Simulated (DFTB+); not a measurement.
DFTB+ input (SCC-DFTB): The folder sk holds the Slater-Koster set scc that CP2K ships.

```
Geometry = xyzFormat {
4

O      0.01915100    -0.02033200    -1.25607700
N     -0.00000000     0.00000000    -0.00000000
O      1.04214300     0.28880200     0.63956300
O     -1.06129300    -0.26847000     0.61651400
}
Driver = GeometryOptimization {
  Optimizer = Rational {}
  MaxSteps = 500
  OutputPrefix = "geo_end"
  Convergence { GradElem = 1e-5 }
}
Hamiltonian = DFTB {
  SCC = Yes
  SCCTolerance = 1e-8
  MaxSCCIterations = 300
  Charge = -1
  SlaterKosterFiles = Type2FileNames {
    Prefix = "sk/"
    Separator = ""
    Suffix = ".spl"
    LowerCaseTypeName = Yes
  }
  MaxAngularMomentum {
    N = "p"
    O = "p"
  }
  Filling = Fermi { Temperature [K] = 0 }
}
ParserOptions { ParserVersion = 14 }
```

From the output:

```
    1      -0.65333684
    2       0.96001044
    3      -0.65333680
    4      -0.65333680

Nr. of electrons (up):     24.00000000
Atom populations (up)
 Atom       Population
    1       6.65333684
    2       4.03998956
    3       6.65333680
    4       6.65333680

l-shell populations (up)
 Atom Sh.   l       Population
    1   1   0       1.79930263
    1   2   1       4.85403421
    2   1   0       1.18674002
    2   2   1       2.85324955
    3   1   0       1.79930260
    3   2   1       4.85403419
    4   1   0       1.79930261
    4   2   1       4.85403420

Orbital populations (up)
 Atom Sh.   l   m       Population  Label
    1   1   0   0       1.79930263  s
    1   2   1  -1       1.66779611  p_y
    1   2   1   0       1.24161968  p_z
    1   2   1   1       1.94461842  p_x
    2   1   0   0       1.18674002  s
    2   2   1  -1       1.04832493  p_y
    2   2   1   0       0.89719606  p_z
    2   2   1   1       0.90772856  p_x
    3   1   0   0       1.79930260  s
    3   2   1  -1       1.62971667  p_y
    3   2   1   0       1.77784413  p_z
    3   2   1   1       1.44647339  p_x
    4   1   0   0       1.79930261  s
    4   2   1  -1       1.63491539  p_y
    4   2   1   0       1.79112781  p_z
    4   2   1   1       1.42799099  p_x

Fermi level:                         0.1233088398 H            3.3554 eV
Band energy:                        -5.3995744966 H         -146.9299 eV
TS:                                  0.0000000000 H            0.0000 eV
Band free energy (E-TS):            -5.3995744966 H         -146.9299 eV
Extrapolated E(0K):                 -5.3995744966 H         -146.9299 eV
Input / Output electrons (q):     24.0000000000     24.0000000000

Energy H0:                         -12.9538581600 H         -352.4924 eV
Energy SCC:                          0.2174867417 H            5.9181 eV
Total Electronic energy:           -12.7363714183 H         -346.5743 eV
Repulsive energy:                    0.3777542798 H           10.2792 eV
Total energy:                      -12.3586171384 H         -336.2951 eV
Extrapolated to 0:                 -12.3586171384 H         -336.2951 eV
Total Mermin free energy:          -12.3586171384 H         -336.2951 eV
Force related energy:              -12.3586171384 H         -336.2951 eV

Non-constrained calculation

SCC converged

Full geometry written in geo_end.{xyz|gen}

Warning: dipole moment is not defined absolutely!
Dipole moment:   -0.00000049    0.00000001    0.00000064 au
Dipole moment:   -0.00000124    0.00000003    0.00000162 Debye

Geometry converged
```

The dipole moment of an ion depends on the origin.

The geometry given is a B3LYP-D3(BJ)/def2-TZVP minimum.
